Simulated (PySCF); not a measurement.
Compound: C6H8FO2 (doublet state).
Cartesian coordinates in Å at the GFN2-xTB level; atoms count from 1:
```xyz
17
C6H8FO2 angstrom
C     -3.0329   -0.3262   -0.1386
C     -1.6038   -0.7016   -0.2955
C     -0.5469    0.1637   -0.0058
C     -0.7027    1.4119    0.4360
O     -0.8425    2.5024    0.8292
C      0.8822   -0.2967   -0.2124
O      1.7616    0.5702    0.4929
C      3.0848    0.3051    0.2994
F      3.4377   -0.9168    0.8295
H     -3.1532    0.7549   -0.1152
H     -3.4471   -0.7313    0.7897
H     -3.6274   -0.7325   -0.9570
H     -1.3658   -1.7061   -0.5998
H      0.9901   -1.3251    0.1551
H      1.1311   -0.2813   -1.2862
H      3.6611    1.0660    0.8351
H      3.3667    0.2554   -0.7673
```

The hyperfine couplings belong to this conformer and change with its torsions.

The species is `C[CH]C(=C=O)COCF` [radical].

Computed with UKS B3LYP, pcH-1 on C F H O, non-relativistic, mean-field spin-orbit, GIAO (PySCF). One conformer (not necessarily the lowest) at the GFN2-xTB geometry, without solvent, vibrations or thermal averaging. The geometry wasn't refined by DFT: couplings that depend on bond lengths, twists or pyramidal angles can differ widely from those at the functional's own minimum. No stability test was run, so a lower SCF solution isn't excluded.

Largest spin populations (Mulliken): C2 (+0.78), C4 (+0.28), C3 (-0.15) and O5 (+0.12). The positive populations add up to 1.25 and the negative ones to -0.25, together 2S = 1. The angles at C2 add up to 359.9°, so it is planar; its axial dipolar tensor and the negative coupling of its proton fit spin in a p orbital normal to that plane.

Task: McConnell's relation a(H) = Q·ρ ties the coupling of a proton on a planar π carbon to the spin population of that carbon. What Q do the computed values give?

Result: 
```csv
H,C,ρ(C),a(H) (G),a/ρ (G)
H13,C2,+0.782,-17.62,-22.5
```

One proton gives one ratio, Q = -22.5 G, and no test of linearity. In McConnell's picture π spin on carbon polarises the C–H bond and leaves opposite spin at the proton, which makes Q negative, as found here.

Task: List the C–H protons on four-coordinate carbons next to a three-coordinate spin centre, with their couplings and θ (C–H bond against the normal to the plane of the centre's neighbours, projected along the bond that joins the two).

Result: 
```tsv
β H	on	centre	θ (°)	cos²θ	a (G)
H10	C1	C2	72	0.10	+4.19
H11	C1	C2	12	0.96	+33.81
H12	C1	C2	49	0.43	+16.17
```

Fitting the Heller–McConnell form a = ρ(B0 + B2 cos²θ), with Mulliken ρ = 0.78, gives B0 = 1.5 G and B2 = 43.9 G, with a largest miss of 0.4 G. By this fit the coupling would be 35.5 G at θ = 0° and 1.1 G at 90°.

Task: What would the freely rotating methyl group on C1 show?

Result: Three equal couplings, a 1:3:3:1 quartet. The mean of the three values of this geometry estimates the splitting: 18.1 G, or 50.6 MHz (three bonds 120° apart have a mean cos²θ of 1/2 at any torsion).

Couplings in gauss use g_iso = 2.0013.
